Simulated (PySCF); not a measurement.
## Spinor energies of Ne⁴⁺ (neon, charge +4)

Start: [He] 2s2 2p2; 2p1/2 filled at m_j = -1/2, +1/2. Calculated with PySCF 2.14 in x2c-SVPall-2c (3s2p1d, 14 functions): generalised Hartree-Fock with the X2C-1e Hamiltonian and a Gaussian nucleus; one run each with spin-orbit coupling (SO) switched off, then screened by Boettger's factors.

```tsv
spinor shell	electrons	ε, spin-free (eV)	ε, screened SO (eV)	weight of nominal j (screened SO)	rms radius, screened SO (bohr)
1s1/2	2	-1016.1	-1016.1	1.000	0.182
2s1/2	2	-142.81	-142.81	1.000	0.841
2p1/2	2	-127.38	-127.40	0.510	0.779
```

```tsv
quantity	spin-free	screened SO
E (hartree)	-120.48880	-120.49063
M_J	0	0
⟨J²⟩	2.002	1.962
⟨L²⟩	2.001	2.001
⟨S²⟩	2.001	2.001
```

The determinant has a definite M_J but mixes levels of different J.

Each row is a mean over spinors that exchange with the open shell spreads, by up to 13.676 eV (2s1/2).

Rows whose weight is well below 1 are mixtures of j = l ± 1/2: exchange outweighs spin-orbit coupling there, and the label is only the starting occupation.

Without spin-orbit coupling the j labels of p, d and f shells carry no meaning; the spin-free column gives the mean over the occupied spinors of each nl shell.
